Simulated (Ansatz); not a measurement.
System: sum formula H₄BN₂O, charge 0, multiplicity 2. It need not be the lowest isomer of its formula. 
Coordinates optimised at B3LYP-D3(BJ)/def2-TZVP (Ansatz, a first-principles code):
```xyz
8

N      1.3412    -0.6311     0.0398
B      0.0271     0.0041     0.0042
N     -1.1715    -0.7220     0.1589
O     -0.0551     1.3534    -0.2691
H      1.5759    -1.0922     0.9198
H     -2.0629    -0.3170    -0.0731
H     -1.2010    -1.7076     0.3466
H      0.8057     1.7413    -0.4526
```
Charge 0, spin multiplicity 2.

Quantity: atomisation energy (electronic, to ground-state atoms), in kcal/mol. Correlated levels leave the core frozen unless marked. UHF or UKS for open shells. Spin-orbit coupling is left out. No relativistic terms. The coupled-cluster limit lacks core correlation, which all-electron functionals hold. CBS(X,Y): correlation extrapolated as X^-3; Hartree-Fock from the larger set.

```csv
level,program,atomisation energy (kcal/mol)
BLYP-D4/def2-TZVPD,Ansatz + dftd4,?
SCS-MP2/aug-cc-pVQZ,Ansatz,735.2
SCS-MP2/cc-pVQZ,Ansatz,732.5
"CCSD(T)/CBS(aug-cc-pVTZ,aug-cc-pVQZ)",Ansatz,725.9
```

Task: Fill in the missing entries.

Result: 
- BLYP-D4/def2-TZVPD, atomisation energy (kcal/mol): 740.3
